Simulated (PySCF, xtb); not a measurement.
Cd(Cl)2 anion (CdCl₂), SMILES [Cd]([Cl])[Cl] (connectivity only; charge and spin as stated), charge -1, multiplicity 2.

Harmonic wavenumbers (cm⁻¹) from GFN2-xTB (xtb) at its own minimum, in rising order: 61, 169, 190.

Task: What does B3LYP-D3(BJ)/def2-SVPD (PySCF) give at its own minimum? (An estimate is asked for; the answer gives what the named calculation found.)

Result: 59, 216, 228. Paired by order, the mean absolute difference is 29 cm⁻¹ and the zero-point energies are 0.6 and 0.7 kcal/mol.
